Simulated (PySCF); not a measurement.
CH₆Zr, multiplicity 1. Atoms are numbered in the order given.

```xyz
8

Zr     0.0000     0.0000     0.3674
C      0.0000     0.0000    -1.8182
H     -0.8903     0.5140    -2.2017
H      0.0000    -1.0280    -2.2017
H      0.8903     0.5140    -2.2017
H     -1.5311     0.8840     0.9399
H      0.0000    -1.7679     0.9399
H      1.5311     0.8840     0.9399
```

Coordinates come from a B3LYP-D3(BJ)/def2-TZVP optimisation. The spin state was assumed, not searched. The structure was generated by enumeration; whether it is a known compound was not checked. The def2 effective core potentials stand for the cores of Zr; spin–orbit coupling is left out.

Method: PBE/def2-TZVPD in PySCF.

Gas-phase values at a fixed geometry.

Problem. Estimate the frontier levels, gap, dipole moment and polarisability. (The exact figures need the calculation; the answer reports its results.)

Solution. 
```
Property                                                                                                        Value
---------------------------------------------------------------------------------------------  ----------------------
highest occupied level                                                                                       -6.82 eV
lowest empty level                                                                                           -3.00 eV
orbital gap                                                                                                   3.83 eV
dipole moment                                                                                               0.235 e·Å
quadrupole, principal values (traceless, Buckingham form, about the centre of nuclear charge)  -1.37, -1.37, 2.74 D·Å
mean static polarisability                                                                      70.0 bohr³ (10.37 Å³)
polarisability, principal values                                                               65.2, 65.2, 79.5 bohr³
```
